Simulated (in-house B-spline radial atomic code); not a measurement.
Computed with a B-spline radial atomic code. Model: two electrons, singlet ground state, non-relativistic, full CI in B-splines with partial waves to l = 8 (at full coupling up to 3e-4 hartree above the limit, correlation up to 0.6 % small), density held at that of full coupling by Lieb maximisation.

W(λ) is the mean repulsion in the state of coupling λ less the Hartree energy of the fixed density. Its start is exact exchange, its initial slope is twice the second-order Görling-Levy correlation energy, and its area from 0 to 1 is E_xc. A straight curve means weak, dynamic correlation, and a curve that drops fast and flattens means strong correlation.

Command:
```bash
python run_ac.py task.json out
```
Settings (lengths in bohr, energies in hartree):
```
potential              yukawa
strength               8.56
lmax                   8
second                 3.71
```

Run time, properties included: 18 s on 1 thread of Intel(R) Xeon(R) Processor @ 2.30GHz (shared host).

**W = mean repulsion less Hartree energy, and W of three functionals.**

Given: confinement screened point charge; nuclear charge 8.56; screening of the nucleus 3.71 1/bohr; external potential -Z exp(-k r)/r.

Computed: LDA exchange minus exact 606.66 millihartree; PBE exchange minus exact 45.168 millihartree.

```
coupling  W xc (hartree)  W xc minus exchange (millihartree)  kinetic minus Kohn-Sham (millihartree)  LDA (PW92) W minus its exchange (millihartree)  PBE W minus its exchange (millihartree)  SCAN W minus its exchange (millihartree)
       0         -4.4181                                   0                                       0                                               0                                        0                                         0
    0.02           -4.42                              -1.933                                       0                                           -15.4                                    -1.74                                     -1.83
    0.05               ?                                   ?                                       ?                                               ?                                        ?                                         ?
    0.12         -4.4296                              -11.55                                     0.7                                          -66.31                                   -10.57                                    -10.84
    0.25          -4.442                               -23.9                                       3                                         -116.68                                   -22.14                                    -22.27
     0.4          -4.456                             -37.943                                     7.5                                         -165.36                                   -35.53                                    -35.15
     0.6         -4.4744                             -56.333                                    16.7                                         -221.31                                   -53.32                                    -51.88
     0.8         -4.4924                             -74.349                                    29.3                                         -270.55                                   -70.97                                    -68.14
       1         -4.5101                             -92.002                                    45.2                                         -315.04                                   -88.41                                    -83.99
     1.4         -4.5443                             -126.27                                    86.3                                         -393.78                                  -122.62                                   -114.55
       2               ?                                   ?                                       ?                                               ?                                        ?                                         ?
       3         -4.6688                             -250.72                                   357.5                                            -632                                  -249.12                                   -224.39
     4.5         -4.7698                             -351.73                                   734.6                                         -796.03                                   -353.4                                   -313.21
       7         -4.9115                             -493.47                                  1543.5                                           -1004                                   -501.8                                   -438.85
      10         -5.0482                             -630.13                                  2697.2                                         -1191.3                                  -647.85                                    -562.4
```

Problem. What belongs in the row 0.05?

Solution. W xc (hartree): -4.4229; W xc minus exchange (millihartree): -4.83; kinetic minus Kohn-Sham (millihartree): 0.1; LDA (PW92) W minus its exchange (millihartree): -32.89; PBE W minus its exchange (millihartree): -4.38; SCAN W minus its exchange (millihartree): -4.56.

Problem. What belongs in the row 2?

Solution. W xc (hartree): -4.5932; W xc minus exchange (millihartree): -175.19; kinetic minus Kohn-Sham (millihartree): 169.3; LDA (PW92) W minus its exchange (millihartree): -494.29; PBE W minus its exchange (millihartree): -172.01; SCAN W minus its exchange (millihartree): -157.88.

Problem. What is the SCAN exchange minus exact?

Solution. -24.924 millihartree.

**Energy parts, natural occupations and partial-wave weights.**

Computed: total energy -21.9504 hartree; exchange energy -4.4181 hartree; correlation energy -0.046791 hartree; kinetic part of the DFT correlation energy 0.045212 hartree; initial slope twice GL2 -0.096664 hartree; kinetic part over minus potential part 0.49142; Kohn-Sham kinetic 53.481 hartree.

| natural | occupation of the shell (electrons) |
| --- | --- |
| s | 1.9989 |
| s | 0.00052112 |
| p | 0.00050806 |
| d | 2.8322e-05 |
| p | ? |
| s | 1.357e-05 |

Problem. What belongs in the row p?

Solution. occupation of the shell (electrons): 2.4011e-05.

```
wave      weight
   s     0.99971
   p  0.00026744
   d  1.6238e-05
   f           ?
   g  5.8459e-07
```

Problem. What belongs in the row f?

Solution. weight: 2.4469e-06.

Problem. What is the Lieb Oxford ratio E_xc over LDA exchange?

Solution. 1.1714.

Problem. What is the Hartree energy?

Solution. 8.8361 hartree.

Half-way to full coupling W has made 51 % of its drop, against 50 % for a straight line, and second-order (GL2) theory, half the initial slope, overshoots the correlation energy by about 3 %: correlation is weak here. Over couplings 0 to 1 the errors in E_xc come to about +470 millihartree for LDA, +48 millihartree for PBE, -21 millihartree for SCAN, so SCAN is nearest. In LDA and SCAN the errors of exchange and correlation have opposite signs, so the sum is smaller than the larger of the two.
